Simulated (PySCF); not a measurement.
A GIAO shielding run with PySCF 2.14.0 with density-fitted response routines (density fitting, non-relativistic, gas phase) on `C1[SiH]([Si@@H](C#CC)Cl)CC=C1`, C7H11ClSi2:

```
$ OMP_NUM_THREADS=1 python probes_run.py task.json out

{"job": {"kind": "nmr", "xc": "PBE0", "basis": "pcSseg-1"}, "charge": 0, "multiplicity": 1}
C      4.694222     0.301730     0.297582
C      3.330389     0.612506    -0.063930
C      2.190942     0.879280    -0.356508
Si     0.451578     1.256242    -0.846227
Cl     0.500349     1.720794    -2.837140
Si    -0.936141    -0.566366    -0.490439
C     -1.123579    -0.967808     1.371297
C     -2.568484    -0.700522     1.664029
C     -3.366900    -0.330550     0.679072
C     -2.803359    -0.188455    -0.702358
H      5.350154     0.461804    -0.557940
H      5.016724     0.944904     1.116352
H      4.769212    -0.738958     0.612997
H      0.105420     2.512633    -0.167401
H     -0.584809    -1.789274    -1.241804
H     -0.888731    -2.006608     1.607709
H     -0.490734    -0.359238     2.020267
H     -2.918218    -0.823667     2.679448
H     -4.418686    -0.128814     0.826803
H     -3.012232     0.811117    -1.089843
H     -3.306039    -0.883806    -1.377331
```

Hardware: 1 thread of an Arm Neoverse N1, shared host. The job also computes population analyses, field gradients, ring-centre shieldings.

Q: How large is the calculation?

A: 98 electrons, 246 basis functions and 1342 auxiliary functions.

Q: How long does it take, and how much memory does it need?

A: 110 s of wall time, with 14 SCF cycles and 5 response iterations; peak memory 1.1 GiB. Times on a shared host scatter by some tens of per cent.
